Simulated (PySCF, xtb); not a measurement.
MgH2, SMILES [MgH2].

GFN2-xTB (xtb) at its own geometry gives an orbital gap of 4.78 eV and a dipole moment of 0.00 D.

Coordinates come from a PBE0-D3(BJ)/def2-TZVPD optimisation.

Question: What does PBE0/def2-TZVPD (PySCF) give? (The exact figures need the calculation; the answer reports its results.)

Answer: gap 6.55 eV (levels -7.21 and -0.66 eV), dipole 0.00 D.
